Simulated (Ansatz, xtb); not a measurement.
# Two isomers of AlF3H3P

Structure a is `[F][AlH2-][PH+](F)F`, a singlet and structure b is `F[PH2+][AlH-]([F])[F]`, a singlet. Both are isolated molecules in the gas phase, relaxed with PBE0-D4/def2-SVP; the shapes shown needn't be the lowest conformers.

a (Å):

```tsv
atom	x (Å)	y (Å)	z (Å)
Al	1.0918	0.5311	-0.3341
F	1.9892	-0.3009	0.8569
F	-0.8608	-0.7502	2.1379
F	-1.9957	-1.5157	0.1053
P	-0.5458	-1.1194	0.6278
H	0.5373	1.9595	0.0698
H	1.3027	0.0180	-1.8216
H	-0.0036	-2.4198	0.8159
```

b (Å):

```yaml
atoms:
  - { symbol: Al, position_ang: [0.5602, 0.2628, -0.6240] }
  - { symbol: F, position_ang: [2.2742, -2.1610, 1.6808] }
  - { symbol: F, position_ang: [0.4104, 1.4010, 0.6364] }
  - { symbol: F, position_ang: [1.8331, 0.5507, -1.6625] }
  - { symbol: P, position_ang: [1.5710, -0.7431, 1.4152] }
  - { symbol: H, position_ang: [2.5437, 0.1533, 1.9241] }
  - { symbol: H, position_ang: [0.6468, -0.6905, 2.4890] }
  - { symbol: H, position_ang: [-0.7237, -0.4977, -1.1188] }
```

Task: Estimate E(b) − E(a) at the level CCSD(T)/def2-SVP + ΔMP2/def2-TZVPP.

Result: Calculated at CCSD(T)/def2-SVP + ΔMP2/def2-TZVPP: E(b) − E(a) = −1.546 eV, so structure b lies lower.

How the difference moves with the method:

```
                             level          geometry  E(b) − E(a) (eV)  departure from the last row (eV)  job, with rough time for the two
                  PBE0-D4/def2-SVP  PBE0-D4/def2-SVP              −1.624                            −0.078                optimisation, 44 s
                       HF/def2-SVP  PBE0-D4/def2-SVP              −1.753                            −0.207           part of the CCSD(T) run
                      MP2/def2-SVP  PBE0-D4/def2-SVP              −1.774                            −0.227           part of the CCSD(T) run
                  CCSD(T)/def2-SVP  PBE0-D4/def2-SVP              −1.740                            −0.194                      single point
CCSD(T)/def2-SVP + ΔMP2/def2-TZVPP  PBE0-D4/def2-SVP              −1.546                                                  single point, 15 s
```

As drawn, b has 1 Al–F, 1 P–H in place of 1 F–P, 1 Al–H.

The levels shown agree on the order. The largest departure from CCSD(T)/def2-SVP + ΔMP2/def2-TZVPP is that of MP2/def2-SVP, 0.227 eV. Levels run at GFN2-xTB geometries aren't shown. The last row adds to CCSD(T) the change of the MP2 difference between the two basis sets, here +0.194 eV, a large step that makes the value less sure.

With harmonic frequencies from PBE0-D4/def2-SVP (ideal gas, rigid rotor, one conformer each, 298.15 K, 1 atm): the zero-point term adds +0.050 eV; ΔH is −1.499 and ΔG −1.482 eV.

The correlated steps freeze 13 core orbitals. Programs: Ansatz 0.2.0; the last row on 2 threads of Arm Neoverse V2 on a shared host.
